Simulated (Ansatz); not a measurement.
Program: Ansatz. Geometries: PBE0-D4/def2-TZVP. ΔE: electronic, gas phase. CBS: MP2 limit from def2 TZ/QZ plus the TZ coupled-cluster correction, frozen cores. Functionals use def2-TZVPP.

Consider the isomerisation: `[SiH3]C1CCC1` → `C1CC[SiH2]C1`.

| species | B2PLYP energy (Eh) |
| --- | --- |
| `[SiH3]C1CCC1` | -447.68818 |
| `C1CC[SiH2]C1` | -447.73272 |

Problem. Work out ΔE.

Solution. ΔE = (-447.73272) − (-447.68818) = -0.04454 Eh = -116.9 kJ/mol. CCSD(T)/CBS gives -118.2 kJ/mol.

Largest T1 diagnostic among the species: 0.010.

In def2-TZVPP, CCSD(T) changes the Hartree–Fock value by −3.3 kJ/mol (the triples alone add −0.2 kJ/mol) and MP2 by −6.5 kJ/mol. From PBE to PBE0 (25 % exact exchange), in def2-TZVPP and without D4, ΔE moves by −3.3 kJ/mol.
